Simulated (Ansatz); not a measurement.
The cluster Sn₂S, relaxed as a quintet with UKS B3LYP-D4/def2-TZVP in Ansatz, starting from the B3LYP-D4/def2-TZVP geometry of the neutral singlet. Force threshold 0.02 eV/Å.

In the def2 sets Sn takes a core potential; there is no spin–orbit coupling. At B3LYP-D4/def2-TZVP a singlet of charge 0 lies 3.17 eV below the quintet, each at its own geometry. The structure comes from a short search, and lower isomers may exist.

Start:

```xyz
3

Sn   -0.465   -0.972   -1.192
Sn   -0.206    1.575    0.242
S     0.672   -0.603    0.950
```

Estimate the energy that the relaxation releases and the steps that it takes.

10.5 kcal/mol, in 6 steps; 16 s on 4 threads of Arm Neoverse V2 on a shared host. No frequencies were taken in this run, so the end may be a saddle point.

Does the start keep its bonding and symmetry?

By distances, no bond broke or formed. The bond that changes most is Sn1–S3, from 2.45 to 2.72 Å (atoms count from 1). Point group C2v at the start, C2v at the end, both within 0.05 Å.

Predict the relaxed structure.


```xyz
3

Sn   -0.5167   -1.0651   -1.3184
Sn   -0.2318    1.7374    0.2594
S     0.7485   -0.6723    1.0590
```
Bond lengths (bridged metal pairs left out): 2 × S–Sn 2.72 Å.
